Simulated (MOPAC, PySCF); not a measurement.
CH$_{5}$B, SMILES `CB`, neutral singlet in the gas phase. 

Z-matrix (Å, degrees):
```
C
H 1 1.0893
H 1 1.0893 2 110.34
H 1 1.1025 2 105.94 3 114.21
B 1 1.5533 2 114.99 4 113.75
H 5 1.1917 1 120.79 2 -26.81
H 5 1.1917 6 118.34 1 176.44
```
Charge 0, spin multiplicity 1.

All levels are single points at this geometry (M06-2X/def2-TZVP); Pople sets use spherical d functions. Orbital energies aren't observables, and empty levels follow the basis.

PM6 in MOPAC gives gap (eV) = 11.05.

Question: Estimate the gap (eV) from each of these levels: B3LYP-D3(BJ)/def2-TZVP in PySCF; M06-2X/def2-TZVP in PySCF; M06-2X/6-31G* in PySCF; SVWN5/6-31G* in PySCF; PM7 in MOPAC.

Answer: 
```
level                            gap (eV)
-------------------------------  --------
B3LYP-D3(BJ)/def2-TZVP in PySCF      7.39
M06-2X/def2-TZVP in PySCF           10.05
M06-2X/6-31G* in PySCF              10.43
SVWN5/6-31G* in PySCF                5.21
PM7 in MOPAC                        10.94
```
